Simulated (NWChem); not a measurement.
**Correlation energy of H₂Be**

SMILES: [BeH2]
```xyz
3

Be     0.0000     0.0000     0.0000
H      0.0000     0.0000     1.3442
H      0.0000     0.0000    -1.3442
```
Charge 0, spin multiplicity 1.

All runs are NWChem calculations. All single points use one geometry, from PBE/def2-SVP, a minimum by its harmonic frequencies.

Basis set: def2-QZVP. Each correlation energy counts from its own Hartree-Fock reference.

| method | correlation energy (mHa) | difference from CCSD(T) |
|---|---|---|
| SCS-MP2 | -74.4 | +4.1 |
| CR-CCSD(T) | -78.5 | 0.0 |
| CR-CCSD[T] | -78.5 | 0.0 |
| CCSD+T(CCSD) | -78.6 | 0.0 |
| MP2 | -63.2 | +15.4 |
| CCSD(T) | -78.6 | 0.0 |
| CCSD | -78.0 | +0.6 |

The values span 15.4 mHa, from CCSD+T(CCSD) (lowest) to MP2 (highest). 

The correlated methods keep 1 core orbital frozen. The structure started from a generated list of species. Coupled-cluster values serve here as a point of comparison, not as the truth.
